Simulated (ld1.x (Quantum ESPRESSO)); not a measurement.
What the settings do to the TM semilocal potential of fluorine (F)

Base potential:

```
Element                 : fluorine (F)
Generator               : ld1.x (Quantum ESPRESSO) 7.5
Type                    : norm-conserving Troullier–Martins (semilocal form)
Functional              : LDA (PZ)
Relativity              : non-relativistic
Frozen core             : [He]
Valence charge          : 7
Reference configuration : 2s2 2p5
Partial waves           : 2s (bound): rc 0.65 bohr; 3d channel at 0.05 Ry: rc 1.45 bohr; 2p (bound): rc 1.85 bohr
Local potential         : the p channel
Core correction         : a·sin(br)/r model core, default radius (core density twice the valence density)
```

Cutoffs, loose and tight: the cutoffs (Ry, on a coarse ladder) from which the occupation-weighted sum of valence levels, in a spherical-Bessel basis at the reference potential, stays within 10 and 1 mRy of its value at 400 Ry. They do not see the model core or the augmentation charge, which bear on the density cutoff. Test errors are all-electron minus pseudo excitation energies from the reference, over the configurations 2s2 2p4; 2s2 2p3; 2s2 2p2; 2s2 2p4.5; 2s1 2p5; 2s1 2p6; 2s2 2p5.3 (two spin-polarised tests are not counted in the largest error). A dash means not determined; rows that change the core or the reference have their own tests.

In the semilocal form every listed channel keeps its own potential, so the choice of the local channel does not act on these tests. It acts once the file is put into the separable form.

A semilocal file is local in each channel, so a ghost entry of none says nothing of the separable form that plane-wave codes build from it.

The default core radius of the base comes out at 0.28 bohr.

| change | outcome | cutoff, loose | cutoff, tight | bound ghosts | largest test error (meV) |
| --- | --- | --- | --- | --- | --- |
| base | generated | 110 Ry | 260 Ry | none | +1964 |
| wave 2p (bound): rc 1.85 bohr becomes 2p (bound): rc 2.62 bohr | generated | 110 Ry | 260 Ry | none | +6663 |
| core correction a·sin(br)/r model core inside 0.76 bohr | generated | 110 Ry | 260 Ry | none | +1981 |
| wave 3d channel at 0.05 Ry: rc 1.45 bohr becomes 3d channel at 0.05 Ry: rc 1.98 bohr | generated | 110 Ry | 260 Ry | none | +1964 |
| wave 2s (bound): rc 0.65 bohr becomes 2s (bound): rc 0.74 bohr | generated | 110 Ry | 230 Ry | none | +1969 |
| wave 3d channel at 0.05 Ry: rc 1.45 bohr becomes 3d channel at 0.35 Ry: rc 1.45 bohr | generated | 110 Ry | 260 Ry | none | +1964 |
| scalar-relativistic | generated | 110 Ry | 260 Ry | none | +1961 |
| type PAW, which also changes the form from semilocal to separable; waves now 2s (bound): rcut 0.55, rcutus 0.65 bohr; 2s channel at 1.45 Ry: rcut 0.55, rcutus 0.65 bohr; 2p (bound): rcut 1.60, rcutus 1.85 bohr; 2p channel at 2.8 Ry: rcut 1.60, rcutus 1.85 bohr; 3d channel at 0.05 Ry: rcut 1.25, rcutus 1.45 bohr; 3d channel at 2.7 Ry: rcut 1.25, rcutus 1.45 bohr; local potential all-electron potential smoothed inside 1.05 bohr (lloc = -1); augmentation BESSEL, radius 0.50 bohr | generated | 80 Ry | 110 Ry | none | +298 |
| local potential the d channel | generated | 110 Ry | 260 Ry | none | +1964 |
